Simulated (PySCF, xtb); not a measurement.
CH₃S, SMILES S[CH2], multiplicity 2.

Geometry: PBE0-D3(BJ)/def2-TZVP. The isomer is the one that the SMILES or the coordinates give; other isomers of the formula were not compared.

Computed with C-PCM-PBE0/def2-TZVPD (PySCF 2.14.0).

The values are the electrostatic part of the solvation free energy, E(continuum) − E(gas) at the gas-phase geometry, in a cavity of scaled van der Waals radii (PySCF's table); cavitation and dispersion terms are not included. The dipole moment in vacuum is 0.90 D.

Computed values in water (ε = 78.36), n-hexane (ε = 1.88), 2-propanol (ε = 19.26):
```tsv
solvent	ε	ΔG(elec) (kcal/mol)	dipole (D)
water	78.36	-2.8	1.27
n-hexane	1.88	-1.2	1.05
2-propanol	19.26	-2.6	1.25
```

For comparison, GFN2-xTB/ALPB(water) (xtb, at the GFN2-xTB geometry, all terms of that model) gives -0.5 kcal/mol.
